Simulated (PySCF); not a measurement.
Molecule: SMILES C#CC#CC(F)(F)F, C$_{5}$HF$_{3}$.

Numbering as in the mapped SMILES `[CH:1]#[C:2][C:3]#[C:4][C:5]([F:6])([F:7])[F:8]`. Each H is labelled by its parent atom.

Geometry PBE0-D3(BJ)/def2-SVP throughout; GIAO in PySCF, gas phase, one conformer, non-relativistic; equivalent atoms averaged; functional PBE0.

For orientation, STO-3G gives these shifts δ (against TMS, CFCl3 at the same level): C5 91.5, C3 66.5, C1 65.8, C2 57.4, C4 51.4, F6/F7/F8 -81.4, H(C1) 2.60 ppm.

A run gave: C5 111.9, C3 67.6, C1 70.1, C2 61.1, C4 57.5, F6/F7/F8 -64.2, H(C1) 1.87 ppm (shifts δ (against TMS, CFCl3 at the same level)).

Q: Which basis set was used in that run?
A. IGLO-III
B. 6-31G*
C. 6-31G
D. def2-SVP
E. cc-pVTZ

A: B. C3 tells them apart best: 6-31G* gives 67.6, cc-pVTZ gives 74.1, def2-SVP gives 71.5, IGLO-III gives 76.9, 6-31G gives 73.2 ppm.
